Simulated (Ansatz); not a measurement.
An input meant for TcO3F (charge 0, triplet; atoms displaced at random, 0.08 Å in each coordinate).

```yaml
crystal:
  periodic: [false, false, false]
  atoms:
    - {symbol: Tc, position_ang: [-0.108391, 0.157215, 0.091275]}
    - {symbol: O, position_ang: [0.098210, 0.002618, 1.670073]}
    - {symbol: O, position_ang: [1.631060, 0.152136, -0.467331]}
    - {symbol: O, position_ang: [-0.744970, 1.430925, -0.564387]}
    - {symbol: F, position_ang: [-0.681069, -1.547573, -0.696914]}
basis:
  gaussian: {orbitals: def2-mTZVP}
magnetization: {spin_polarized: true, initial_magnetization: 2}
hamiltonian: {xc: {name: HF}}
correlation: {method: mp2, frozen_orbitals: {Tc: 0}}
scf: {lower_state_search: off}
```

```sh
$ ansatz run in.yaml --threads 2 --pin off --events-out ev --progress --plain --max-ram 4352MiB
```

Shortened log:

```
Functional definition: HF
Error: "frozen_orbitals" has no count for O
```

In this input frozen orbitals are typed for one element alone, and the program wants a count for each (the count typed has to fit that element's core, too). The program refused the input.
